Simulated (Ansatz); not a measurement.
BClGeH4O2 (`[OH][GeH2][B](O)Cl`), relaxed with RKS PBE0-D4/def2-TZVP in Ansatz from a PBE-D4/def2-SVP geometry. The force threshold is 0.005 eV/Å; the program also tests the step.

Charge 0, multiplicity 1.

Start:

```xyz
9

O    -0.392    1.451    1.649
Ge    0.181    1.132   -0.040
B    -0.014   -0.913   -0.378
O     0.151   -1.466   -1.598
Cl   -0.410   -1.952    1.034
H    -0.514    0.585    2.085
H     1.661    1.603   -0.163
H    -0.695    1.998   -0.987
H     0.034   -2.438   -1.602
```

(1) By how much does the energy fall, and how many steps does the optimiser take? (An estimate is asked.)

(2) Which bonds change most? (Best estimate.)

(3) Give the relaxed structure. (Best estimate.)

## Answers

(1) The calculation gave: 3.37 kJ/mol, in 12 steps.

(2) The calculation gave: O1–Ge2 from 1.811 to 1.787 Å; B3–Cl5 from 1.797 to 1.778 Å; Ge2–H8 from 1.554 to 1.536 Å; O1–H6 from 0.977 to 0.960 Å.

(3) Ansatz gave: 
```xyz
9

O    -0.475    1.475    1.596
Ge    0.160    1.105   -0.034
B    -0.024   -0.934   -0.377
O     0.132   -1.452   -1.603
Cl   -0.374   -2.003    1.000
H    -0.428    0.707    2.170
H     1.638    1.546   -0.107
H    -0.668    1.967   -0.999
H     0.038   -2.411   -1.648
```
